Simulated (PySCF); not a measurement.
A structure optimised at PBE0-D3(BJ)/def2-SVP, used in a PySCF frequency run:

```xyz
14

Ti     0.0000     0.0000     0.0683
N      1.2912     1.2296     0.6342
H      2.1001     1.0676     1.2270
H      1.3069     2.1857     0.2835
N      0.4193    -1.7330     0.6342
H      1.2394    -2.2247     0.2835
H     -0.1255    -2.3525     1.2270
N     -1.7105     0.5034     0.6342
H     -2.5463     0.0390     0.2835
H     -1.9746     1.2850     1.2270
C      0.0000     0.0000    -2.0210
H      0.9524    -0.4013    -2.4086
H     -0.1287     1.0254    -2.4086
H     -0.8237    -0.6242    -2.4086
```
Charge 0, spin multiplicity 1.

### Question
Write its SMILES, formula and point group.

### Answer
[CH3][Ti]([NH2])([NH2])[NH2], CH9N3Ti, C3

### Question
What are its rotational constants (standard atomic weights)?

### Answer
2.9176, 2.8870, 2.8870 GHz
